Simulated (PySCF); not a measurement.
BHN, SMILES [B]=N, multiplicity 2.

Coordinates come from a PBE-D3(BJ)/def2-TZVPD optimisation. The isomer is the one that the SMILES or the coordinates give; other isomers of the formula were not compared.

These are M06-2X/def2-TZVPD run with PySCF values and carry that method's errors.

The molecule is in vacuum.

```
Quantity                                                          Result
-----------------------------------------------  -----------------------
total energy                                           -80.11940 hartree
point group                                                          C∞v
α spin, highest occupied and lowest empty level       -10.01 and 0.46 eV
β spin, highest occupied and lowest empty level      -10.05 and -9.82 eV
dipole moment                                                     0.14 D
mean static polarisability                          22.6 bohr³ (3.36 Å³)
polarisability, principal values                  20.3, 20.3, 27.4 bohr³
⟨S²⟩                                             0.768 (pure state 0.75)
```
